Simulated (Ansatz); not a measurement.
Geometry optimisation, Ansatz 0.2.0, RKS B3LYP/def2-SVP.

Input file:

```yaml
crystal:
  periodic: [false, false, false]
  atoms:
    - { symbol: Zn, position_ang: [-1.932105, 0.133006, 1.655029] }
    - { symbol: O, position_ang: [0.349979, 0.709373, -0.465195] }
    - { symbol: C, position_ang: [1.135584, -0.268091, -1.112055] }
    - { symbol: Cl, position_ang: [-3.958025, 0.292102, 1.112061] }
    - { symbol: H, position_ang: [0.649488, 0.751244, 0.456214] }
    - { symbol: F, position_ang: [-0.273648, 0.015834, 2.283299] }
    - { symbol: H, position_ang: [2.153593, 0.095756, -1.35521] }
    - { symbol: H, position_ang: [0.641665, -0.533346, -2.060683] }
    - { symbol: H, position_ang: [1.23337, -1.19578, -0.513461] }
basis:
  gaussian: { orbitals: def2-SVP }
hamiltonian:
  xc: b3lyp
relax:
  f_tol: 0.03
  max_steps: 50
```

Launched with:

```bash
$ ansatz run input.yaml --threads 2 --pin off --max-ram 3072MiB --backend cpu --events-out ev --progress --plain --runs-dir out
```

**Question.** Where does it end, and by what steps?

**Answer.** The forces met the threshold. The force dipped under the threshold on the way, but the program's further checks kept it going. After 12 steps the energy has fallen by 0.527 eV; Cl4 moved furthest, 0.96 Å. Joined: Zn1–O2.

```
step  energy less start (eV)  largest force component (eV/Å)  accepted
   0                  0.0000                           0.514       yes
   1                 -0.1569                           0.373       yes
   2                 -0.3005                           0.475       yes
   3                 -0.4277                           0.236       yes
   4                 -0.4692                           0.533       yes
   5                 -0.5028                           0.302       yes
   6                 -0.4013                           2.100        no
   7                 -0.5177                           0.082       yes
   8                 -0.5236                           0.088       yes
   9                 -0.5237                           0.099       yes
  10                 -0.5267                           0.054       yes
  11                 -0.5270                           0.024       yes
  12                 -0.5274                           0.014       yes
```

```xyz
9
Properties=species:S:1:pos:R:3
Zn -1.434 0.309 1.236
O 0.282 0.481 0.013
C 0.859 -0.292 -1.034
Cl -3.372 -0.024 0.424
H 0.826 0.496 0.827
F -0.159 0.503 2.502
H 1.791 0.173 -1.394
H 0.136 -0.319 -1.860
H 1.071 -1.327 -0.713
```

The run took 51 s on 2 threads of Arm Neoverse V1, on a shared host, peak memory 0.26 GiB.
